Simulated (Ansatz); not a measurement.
Z-matrix (Å, degrees):
```
C
C 1 1.521
H 1 1.092 2 110.7
H 1 1.092 2 110.1 3 -119.9
H 1 1.092 2 110.8 3 120.0
C 2 1.522 1 110.6 3 -58.3
C 2 1.519 1 110.6 3 179.0
O 2 1.430 1 108.5 3 63.3
H 6 1.093 2 111.3 1 58.3
H 6 1.092 2 110.2 1 -61.4
H 6 1.091 2 110.7 1 178.6
H 7 1.092 2 110.3 1 -178.7
H 7 1.092 2 110.8 1 61.0
H 7 1.092 2 110.1 1 -59.2
Si 8 1.633 2 129.9 1 -80.6
O 15 1.633 8 114.6 2 -75.3
H 15 1.484 8 111.4 2 42.3
H 15 1.484 8 103.9 2 162.9
C 16 1.430 15 130.0 8 -75.4
C 19 1.519 16 105.9 15 160.4
C 19 1.521 16 108.5 15 -80.8
C 19 1.522 16 110.7 15 40.7
H 20 1.092 19 110.8 16 178.3
H 20 1.092 19 110.3 16 -61.4
H 20 1.092 19 110.1 16 58.1
H 21 1.092 19 110.7 16 63.3
H 21 1.092 19 110.8 16 -176.7
H 21 1.092 19 110.1 16 -56.6
H 22 1.093 19 111.3 16 -62.0
H 22 1.091 19 110.7 16 58.2
H 22 1.092 19 110.2 16 178.3
```

The species carries charge 0 and has multiplicity 1.

Task: List the PBE0/def2-TZVPP orbital energies in eV (the Gaussian-basis code of Ansatz). (Estimate.)

Result: Ansatz gave: Occupied: -1802.93, -522.32, -522.32, -279.92, -279.92, -277.84, -277.84, -277.78, -277.78, -277.74, -277.74, -145.11, -99.80, -99.78, -99.75, -28.46, -28.05, -22.33, -22.20, -19.48, -19.43, -19.40, -19.39, -16.81, -15.93, -14.10, -13.59, -12.99, -12.90, -12.83, -12.70, -12.17, -11.50, -11.41, -11.19, -11.18, -10.84, -10.47, -10.29, -10.29, -10.12, -10.09, -9.98, -9.88, -9.57, -8.84, -8.12, -8.03, -7.92. Lowest empty: 0.87, 1.16, 1.57, 1.95, 1.96, 2.16, 2.34, 2.45.
